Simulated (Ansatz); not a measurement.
CH₄FNOSi, SMILES `C=N[SiH](O)F`, relaxed with RKS PBE0-D4/def2-TZVP in Ansatz from a PBE-D4/def2-SVP geometry. The force threshold is 0.005 eV/Å; the program also tests the step.

Total charge 0; spin multiplicity 1.

Start:

```xyz
9

C     0.961    1.386   -0.341
N     0.282    0.415   -0.812
Si   -0.851   -0.549    0.121
O    -0.427   -2.150    0.030
F    -0.836   -0.045    1.685
H     0.910    1.740    0.721
H     1.668    1.949   -0.996
H    -2.235   -0.410   -0.402
H     0.528   -2.335   -0.005
```

```json
{"step": "1", "energy (eV)": "-15229.0533", "largest force (eV/Å)": "1.188", "largest move (Å)": "0.000"}
{"step": "2", "energy (eV)": "-15229.1227", "largest force (eV/Å)": "0.729", "largest move (Å)": "0.030"}
{"step": "3", "energy (eV)": "-15229.1316", "largest force (eV/Å)": "0.457", "largest move (Å)": "0.043"}
{"step": "4", "energy (eV)": "-15229.1335", "largest force (eV/Å)": "0.383", "largest move (Å)": "0.027"}
{"step": "5", "energy (eV)": "-15229.1359", "largest force (eV/Å)": "0.359", "largest move (Å)": "0.066"}
{"step": "6", "energy (eV)": "-15229.1458", "largest force (eV/Å)": "0.075", "largest move (Å)": "0.037"}
{"step": "7", "energy (eV)": "-15229.1461", "largest force (eV/Å)": "0.053", "largest move (Å)": "0.026"}
{"step": "8", "energy (eV)": "-15229.1464", "largest force (eV/Å)": "0.025", "largest move (Å)": "0.006"}
{"step": "9", "energy (eV)": "-15229.1464", "largest force (eV/Å)": "0.019", "largest move (Å)": "0.005"}
{"step": "10", "energy (eV)": "-15229.1465", "largest force (eV/Å)": "0.015", "largest move (Å)": "0.008"}
{"step": "11", "energy (eV)": "-15229.1466", "largest force (eV/Å)": "0.024", "largest move (Å)": "0.009"}
{"step": "14", "energy (eV)": "-15229.1469", "largest force (eV/Å)": "0.032", "largest move (Å)": "0.037"}
{"step": "17", "energy (eV)": "-15229.1471", "largest force (eV/Å)": "0.036", "largest move (Å)": "0.013"}
{"step": "20", "energy (eV)": "-15229.1472", "largest force (eV/Å)": "0.025", "largest move (Å)": "0.018"}
{"step": "23", "energy (eV)": "-15229.1473", "largest force (eV/Å)": "0.035", "largest move (Å)": "0.005"}
{"step": "26", "energy (eV)": "-15229.1473", "largest force (eV/Å)": "0.050", "largest move (Å)": "0.009"}
{"step": "29", "energy (eV)": "-15229.1474", "largest force (eV/Å)": "0.013", "largest move (Å)": "0.007"}
{"step": "32", "energy (eV)": "-15229.1474", "largest force (eV/Å)": "0.026", "largest move (Å)": "0.008"}
{"step": "35", "energy (eV)": "-15229.1475", "largest force (eV/Å)": "0.013", "largest move (Å)": "0.015"}
{"step": "38", "energy (eV)": "-15229.1475", "largest force (eV/Å)": "0.041", "largest move (Å)": "0.019"}
{"step": "41", "energy (eV)": "-15229.1476", "largest force (eV/Å)": "0.004", "largest move (Å)": "0.000"}
{"step": "44", "energy (eV)": "-15229.1476", "largest force (eV/Å)": "0.015", "largest move (Å)": "0.005"}
{"step": "47", "energy (eV)": "-15229.1476", "largest force (eV/Å)": "0.005", "largest move (Å)": "0.005"}
{"step": "50", "energy (eV)": "-15229.1476", "largest force (eV/Å)": "0.004", "largest move (Å)": "0.000"}
```

End:

```xyz
9

C     0.958    1.381   -0.331
N     0.346    0.351   -0.717
Si   -0.812   -0.552    0.186
O    -0.343   -2.109    0.222
F    -0.926   -0.039    1.693
H     0.824    1.843    0.658
H     1.678    1.876   -0.993
H    -2.147   -0.403   -0.414
H     0.422   -2.347   -0.303
```

Hardware: 2 threads of an Intel Xeon Platinum 8259CL on a shared host. Wall time 6.6 min, peak host memory 0.44 GiB.
